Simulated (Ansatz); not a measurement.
Reaction (ligand exchange at the Si–O bond): `BO[SiH](O)[SiH3]` + H–F → `O[SiH](F)[SiH3]` + `BO`

Calculated with Ansatz (gas phase, PBE0-D4/def2-TZVP geometries, no zero-point term in ΔE). CBS: MP2 limit from def2 TZ/QZ plus the TZ coupled-cluster correction, frozen cores. This one scheme is used for every species. Each species was taken in one conformer, which may not be the lowest.

```tsv
species	HF/def2-QZVPP energy (Eh)
`BO[SiH](O)[SiH3]`	-756.61027
H–F	-100.07004
`O[SiH](F)[SiH3]`	-755.32393
`BO`	-101.37817
```

Problem. Work out ΔE.

Solution. ΔE = (-755.32393) + (-101.37817) − (-756.61027) − (-100.07004) = -0.02179 Eh = -57.2 kJ/mol. CCSD(T)/CBS gives -45.0 kJ/mol.

Largest T1 diagnostic among the species: 0.014.

From PBE to PBE0 (25 % exact exchange), in def2-TZVPP and without D4, ΔE moves by +3.6 kJ/mol. The D4 term adds +9.9 kJ/mol with B3LYP and +5.6 kJ/mol with PBE0; it sums over pairs of atoms, weighted by their polarisabilities, and B3LYP, whose exchange is more repulsive, gets the larger term. In def2-TZVPP, CCSD(T) changes the Hartree–Fock value by +10.6 kJ/mol (the triples alone add +1.6 kJ/mol) and MP2 by +12.5 kJ/mol.

B3LYP here is the variant with VWN-RPA as its local correlation; programs differ in this.
